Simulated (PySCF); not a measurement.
H₂O₂Zn, SMILES [OH][Zn][OH].

The structure is a stationary point at TPSSh-D3(BJ)/def2-TZVP. The geometry has at least one imaginary mode, so it is a saddle point at that level. The isomer is the one that the SMILES or the coordinates give; other isomers of the formula were not compared. One conformer was computed; it need not be the lowest.

Computed with IEF-PCM-B3LYP/def2-SVP in PySCF.

The values are the electrostatic part of the solvation free energy, E(continuum) − E(gas) at the gas-phase geometry, in a cavity of scaled van der Waals radii (PySCF's table); cavitation and dispersion terms are not included. A continuum can't describe solvent molecules that bind to the metal. In vacuum the orbital gap is 6.05 eV. The dipole moment in vacuum is 2.89 D.

```
solvent       ε  ΔG(elec) (kcal/mol)  dipole (D)  gap (eV)
--------  -----  -------------------  ----------  --------
water     78.36                -18.6        3.51      6.38
n-hexane   1.88                 -6.4        3.09      6.16
acetone   20.49                -17.5        3.47      6.36
```
